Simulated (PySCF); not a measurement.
La(III) with more and more OH

Computed with PySCF 2.14.0, PBE0, def2-SVP on the ligands, density fitting, scalar-relativistic core potentials, no spin-orbit coupling, vacuum. The metal has def2-SVP with ECP46. Each complex is relaxed within the symmetry of its template. Distances are means of the shortest metal–ligand contacts, charges and spins Mulliken's; removal energies are rigid, with the ligand's formal charge and no counterpoise, so too large; for an anion taken off a cation in vacuum most of it is the attraction of opposite charges, and multiply charged cations can part far more cheaply with an electron moved from ligand to metal.

**Question.** Order these by the metal–ligand distance, lowest first.
A. [La(OH)2]+
B. La(OH)3
C. [La(OH)4]−

**Answer.** A (2.088), B (2.182), C (2.256).

**Question.** What else do they give?

**Answer.** 
```
   complex    point group  M–OH (Å)  charge on M (e)  dipole (D)  HOMO–LUMO gap (eV)  removal of one OH (eV)  strongest infrared band, degenerate modes summed (cm⁻¹)  unstable modes (below −25 cm⁻¹)
[La(OH)2]+            C2v     2.088             1.41           –                6.71                   16.79                                                      526                                0
   La(OH)3            C3v     2.182             1.09        1.58                6.09                   10.54                                                      325                                0
[La(OH)4]−  S4, nearly Td     2.256             0.84           –                5.96                    5.36                                                      218                                0
```

The more ligands, the longer each bond and the weaker the last ligand is held.

One start shape was tried for each, so a minimum needn't be the lowest isomer.
